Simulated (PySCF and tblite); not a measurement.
**C8H11NO, numbered as in [CH2:1]=[CH:2]/[CH:3]=[CH:4]\[C:5](=[CH2:6])[NH:7][C:8]([CH3:9])=[O:10]: conformational analysis**

Level: B3LYP-D3(BJ)/def2-SVP//GFN2-xTB, thermal terms from GFN2-xTB, symmetry numbers and mirror pairs counted. Conformers within 5 kcal/mol (GFN2-xTB free energy) were kept, 9 at most. GIAO shieldings: WP04/6-31G*. Shifts are against NH3 (¹⁵N) at the same level. Codes: tblite and PySCF.

Torsions listed: C1–C2–C3–C4, C3–C4–C5–N7, C4–C5–N7–C8, C5–N7–C8–O10. Of a mirror pair one member is shown.

```
conformer                  shape   symmetry  E(GFN2) kcal/mol  E(DFT) kcal/mol  G(298.15 K) kcal/mol  weight %  dipole D
        1  172°, -34°, 167°, -1°  C1 (pair)              0.57             0.00                  0.00      63.3      3.61
        2   171°, 141°, 178°, 0°  C1 (pair)              0.82             0.56                  0.47      28.7      3.62
        3   175°, 135°, -18°, 3°  C1 (pair)              0.00             1.47                  1.40       6.0      3.31
        4   38°, 28°, -168°, -2°  C1 (pair)              2.06             2.09                  2.03       2.1      3.65
        5   38°, -140°, 180°, 1°  C1 (pair)              4.19             6.67                  6.25       0.0      3.65
        6   36°, -129°, 14°, -2°  C1 (pair)              2.97             7.24                  6.94       0.0      3.10
```

Weights (%) against temperature:

```json
{"T (K)": "298.15", "1": "63.3", "2": "28.7", "3": "6.0", "4": "2.1", "5": "0.0", "6": "0.0", "S(mix) cal/mol/K": "3.16"}
{"T (K)": "320", "1": "61.3", "2": "29.4", "3": "6.8", "4": "2.5", "5": "0.0", "6": "0.0", "S(mix) cal/mol/K": "3.23"}
{"T (K)": "400", "1": "55.2", "2": "31.1", "3": "9.4", "4": "4.2", "5": "0.0", "6": "0.0", "S(mix) cal/mol/K": "3.46"}
{"T (K)": "500", "1": "49.8", "2": "31.9", "3": "11.9", "4": "6.3", "5": "0.1", "6": "0.0", "S(mix) cal/mol/K": "3.66"}
{"T (K)": "600", "1": "45.8", "2": "32.0", "3": "13.7", "4": "8.1", "5": "0.3", "6": "0.1", "S(mix) cal/mol/K": "3.81"}
```

Averaged shifts at 298.15 K. ¹⁵N: 131.5 (N7) ppm.

Coordinates of conformer 1 (Å):

```xyz
21

C     2.435    2.141   -0.529
C     1.691    1.039   -0.488
C     2.135   -0.189    0.133
C     1.406   -1.293    0.359
C    -0.029   -1.476    0.152
C    -0.531   -2.662   -0.201
N    -0.822   -0.342    0.391
C    -2.128   -0.134    0.060
C    -2.622    1.225    0.522
O    -2.821   -0.924   -0.537
H     3.406    2.184   -0.063
H     2.100    3.038   -1.022
H     0.727    1.027   -0.979
H     3.186   -0.211    0.394
H     1.914   -2.174    0.727
H     0.124   -3.497   -0.375
H    -1.581   -2.807   -0.368
H    -0.345    0.407    0.873
H    -2.556    1.298    1.606
H    -3.657    1.349    0.218
H    -2.021    2.018    0.080
```

Rotation about the C–N or B–N bond may be slow on the NMR time scale, and the averages treat it as fast. Unscaled ¹⁵N shifts at such levels can be off by tens of ppm; differences between conformers or isomers are more reliable.

Search and properties took 4.4 min on 1 thread of Arm Neoverse V1, shared host (rough), launched as `OMP_NUM_THREADS=1 python ens_run.py task.json out`.


¹⁵N shifts are against a computed isolated NH3 molecule, about 20 ppm from the liquid.